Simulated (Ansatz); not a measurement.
Mulliken charges of `[CH2]1[S][InH]1` from PBE/def2-TZVPP in Ansatz (PBE0-D4/def2-TZVP geometry).

```json
{"atom": "C1", "x (Å)": "-0.227", "y (Å)": "-0.730", "z (Å)": "-0.494", "charge (e)": "-0.241"}
{"atom": "S2", "x (Å)": "-1.321", "y (Å)": "0.764", "z (Å)": "-0.644", "charge (e)": "-0.343"}
{"atom": "In3", "x (Å)": "0.606", "y (Å)": "0.723", "z (Å)": "0.773", "charge (e)": "0.367"}
{"atom": "H4", "x (Å)": "0.314", "y (Å)": "-0.985", "z (Å)": "-1.400", "charge (e)": "0.122"}
{"atom": "H5", "x (Å)": "-0.703", "y (Å)": "-1.591", "z (Å)": "-0.035", "charge (e)": "0.122"}
{"atom": "H6", "x (Å)": "1.331", "y (Å)": "1.819", "z (Å)": "1.800", "charge (e)": "-0.027"}
```

Q: By hand: the dipole of these point charges (1 e Å = 4.8032 D).

A: Σ q r = (0.647, -0.184, 0.400) e Å, of length 0.783 e Å = 3.76 D.

Q: How does the dipole of the full density compare? (Estimate.)

A: The calculation gave: (0.520, -0.134, 0.328) e Å, 3.02 D; the point charges give 1.25 times that, at 1° from its direction.

Point charges leave out the atoms' own dipoles, such as those of lone pairs, and Mulliken's split depends on the basis, so the two needn't agree.
